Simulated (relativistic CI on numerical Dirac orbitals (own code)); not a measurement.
# d8 in a ligand field

Computed with a parametric ligand-field model of a d^n configuration (Racah B and C, spin-orbit zeta, crystal field), exact diagonalisation.

Field parameters in Wybourne normalisation: D3d B²₀ = −7Dσ, B⁴₀ = −14Dq − 21Dτ, B⁴₃ = −14√(10/7) Dq; D4h B²₀ = −7Ds, B⁴₀ = 21(Dq − Dt), B⁴₄ = 21√(5/14) Dq; Td as Oh with Dq negative (B⁴₀ = 21Dq, B⁴₄ = √(5/14) B⁴₀). The field is a parameter set, without covalency.

**Question.** Ground term and bands for B = 1020, C = 4170, ζ = 0 cm⁻¹, Td, 10Dq = -4400 cm⁻¹?

**Answer.** Ground term 3T1 with 3.87 electrons in the two orbitals of the cubic e set. Spin-allowed: 3T2 3691 cm⁻¹ (2709 nm), 3A2 8091 cm⁻¹ (1236 nm), 3T1 18282 cm⁻¹ (547 nm). Lowest spin-forbidden: 1T2 14584 cm⁻¹ (686 nm), 1E 15446 cm⁻¹ (647 nm), 1T2 22418 cm⁻¹ (446 nm).

**Question.** Ground term and bands for B = 910, C = 4290, ζ = 0 cm⁻¹, Td, 10Dq = -5900 cm⁻¹?

**Answer.** Ground term 3T1 with 3.90 electrons in the two orbitals of the cubic e set. Spin-allowed: 3T2 5038 cm⁻¹ (1985 nm), 3A2 10938 cm⁻¹ (914 nm), 3T1 17826 cm⁻¹ (561 nm). Lowest spin-forbidden: 1T2 14383 cm⁻¹ (695 nm), 1E 15061 cm⁻¹ (664 nm), 1T2 22423 cm⁻¹ (446 nm).

**Question.** Ground term and bands for B = 950, C = 4190, ζ = 0 cm⁻¹, D4h, 10Dq = 37450, Ds = -1500, Dt = 770 cm⁻¹?

**Answer.** Ground term 3B1 with 2.00 electrons in the two orbitals of the cubic e set. Spin-allowed: 3E 30622 cm⁻¹ (327 nm), 3B2 37450 cm⁻¹ (267 nm), 3E 40097 cm⁻¹ (249 nm), 3A2 48751 cm⁻¹ (205 nm). Lowest spin-forbidden: 1A1 15516 cm⁻¹ (644 nm), 1B1 15804 cm⁻¹ (633 nm), 1A1 29255 cm⁻¹ (342 nm).

**Question.** Ground term and bands for B = 830, C = 3270, ζ = 0 cm⁻¹, D3d, 10Dq = 25200, Dσ = 1200, Dτ = -290 cm⁻¹?

**Answer.** Ground term 3A2 with 2.01 electrons in the two orbitals of the cubic e set. Spin-allowed: 3A1 23852 cm⁻¹ (419 nm), 3E 24560 cm⁻¹ (407 nm), 3E 32340 cm⁻¹ (309 nm), 3A2 33985 cm⁻¹ (294 nm). Lowest spin-forbidden: 1E 12936 cm⁻¹ (773 nm), 1A1 23515 cm⁻¹ (425 nm), 1A1 36449 cm⁻¹ (274 nm).

**Question.** Ground term and bands for B = 600, C = 2610, ζ = 0 cm⁻¹, Td, 10Dq = -9700 cm⁻¹?

**Answer.** Ground term 3T1 with 3.95 electrons in the two orbitals of the cubic e set. Spin-allowed: 3T2 8714 cm⁻¹ (1148 nm), 3T1 16729 cm⁻¹ (598 nm), 3A2 18414 cm⁻¹ (543 nm). Lowest spin-forbidden: 1T2 9182 cm⁻¹ (1089 nm), 1E 9407 cm⁻¹ (1063 nm), 1A1 18500 cm⁻¹ (541 nm).
